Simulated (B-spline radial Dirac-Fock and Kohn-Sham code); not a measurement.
# L2 emission of Nd²⁺

System: neodymium as Nd²⁺ in the configuration 1s2 2s2 2p6 3s2 3p6 3d10 4s2 4p6 4d10 4f4 5s2 5p6.

The computed values come from a radial atomic solver: independent-particle radiative and Coulomb Auger rates from relativistic LDA hole-state orbitals, with Dirac-Fock energies.

| line | multipole | energy (eV) | width (meV) | share (%) |
| --- | --- | --- | --- | --- |
| L2-M1 | E1 | 5143.6 | 10.5 | 2.17 |
| L2-M3 | E2 | 5422.3 | 0.213 | 0.0440 |
| L2-M4 | E1 | 5722.4 | 402 | 83.1 |
| L2-N1 | E1 | 6396.7 | 2.50 | 0.517 |
| L2-N4 | E1 | 6598.8 | 68.0 | 14.1 |
| L2-O1 | E1 | 6679.4 | 0.447 | 0.0924 |

The listed lines hold 100.0 % of the radiative rate. The radiative width is 0.484 eV in the length form and 0.493 eV in the velocity form; the two differ because the transition energies are not eigenvalue differences of the potential that gave the orbitals.
